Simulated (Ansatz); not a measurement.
`CN(C)B[SiH3]` + HCl → `[SiH3]BCl` + `CNC`  (ligand exchange at a B–N bond)

Isolated molecules relaxed with PBE0-D4/def2-TZVP in Ansatz; ΔE leaves out vibrations. CCSD(T)/CBS adds triple-zeta CCSD(T) − MP2 to the extrapolated MP2 energy (def2 sets, frozen cores). This one scheme is used for every species. DFT in def2-TZVPP. B3LYP here is the variant with VWN-RPA as its local correlation; programs differ in this. Each species was taken in one conformer, which may not be the lowest.

`CN(C)B[SiH3]`:

```xyz
15

C    -1.402    0.114   -1.517
N    -0.464    0.131   -0.413
C    -0.655    1.278    0.448
B     0.494   -0.855   -0.235
Si    1.856   -0.957    1.247
H    -1.295    1.016   -2.130
H    -2.434    0.086   -1.147
H    -1.226   -0.761   -2.139
H     0.062    1.264    1.265
H    -0.529    2.208   -0.116
H    -1.668    1.279    0.867
H     0.510   -1.738   -1.051
H     1.828    0.146    2.254
H     1.690   -2.235    1.999
H     3.232   -0.977    0.668
```

HCl:

```xyz
2

Cl   -0.274   -0.163   -0.555
H     0.274    0.163    0.555
```

`[SiH3]BCl`:

Cartesian coordinates in Å:
```
Si -0.162 0.686 0.505
B 0.326 -0.861 -0.693
Cl -0.789 -2.159 -1.003
H 0.808 0.741 1.636
H -1.540 0.586 1.050
H -0.030 1.955 -0.264
H 1.388 -0.949 -1.232
```

`CNC`:

```xyz
10

C     1.141    0.068    0.392
N     0.061    0.562   -0.430
C    -1.101   -0.295   -0.401
H     1.972    0.776    0.382
H     1.508   -0.878   -0.018
H     0.857   -0.119    1.442
H    -0.193    1.496   -0.137
H    -0.854   -1.260   -0.854
H    -1.907    0.148   -0.990
H    -1.485   -0.497    0.614
```

```tsv
species	B3LYP energy (Eh)
`CN(C)B[SiH3]`	-451.44188
HCl	-460.83627
`[SiH3]BCl`	-777.03022
`CNC`	-135.22475
```

**Question.** Work out ΔE.

**Answer.** ΔE = (-777.03022) + (-135.22475) − (-451.44188) − (-460.83627) = 0.02318 Eh = +60.9 kJ/mol. CCSD(T)/CBS gives +70.0 kJ/mol.

Largest T1 diagnostic among the species: 0.014.

In def2-TZVPP, CCSD(T) changes the Hartree–Fock value by +27.5 kJ/mol (the triples alone add +3.6 kJ/mol) and MP2 by +27.8 kJ/mol. The D4 term adds +8.4 kJ/mol with B3LYP and +5.0 kJ/mol with PBE0; it sums over pairs of atoms, weighted by their polarisabilities, and B3LYP, whose exchange is more repulsive, gets the larger term.
